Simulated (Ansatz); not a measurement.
`[CH3][InH2]` and `[CH3][InH][Cl]` differ in one atom or group.

Ansatz, PBE0-D4/def2-TZVP geometries, multiplicity 1. 

Elements past krypton have def2 core potentials.

```csv
property,`[CH3][InH2]`
HOMO–LUMO gap (PBE/def2-TZVPP) / eV,4.14
LUMO energy (PBE0/def2-TZVPP) / eV,-1.55
size of the dipole moment (ωB97M-V/def2-TZVPP) / D,0.63
LUMO energy (ωB97M-V/def2-TZVPP) / eV,-0.12
HOMO–LUMO gap (B3LYP/def2-TZVPP) / eV,5.51
size of the dipole moment (B3LYP/def2-TZVPP) / D,0.70
```

Q: What does the change do to each property? (An estimate is asked.)

A: The calculation gave: 
```csv
property,`[CH3][InH][Cl]`,shift
HOMO–LUMO gap (PBE/def2-TZVPP) / eV,4.30,0.16
LUMO energy (PBE0/def2-TZVPP) / eV,-1.59,-0.04
size of the dipole moment (ωB97M-V/def2-TZVPP) / D,3.40,2.77
LUMO energy (ωB97M-V/def2-TZVPP) / eV,-0.11,0.01
HOMO–LUMO gap (B3LYP/def2-TZVPP) / eV,5.75,0.24
size of the dipole moment (B3LYP/def2-TZVPP) / D,3.38,2.68
```

Dipoles are sizes alone; their direction can turn.

B3LYP here is the variant with VWN-RPA as its local correlation; programs differ in this.
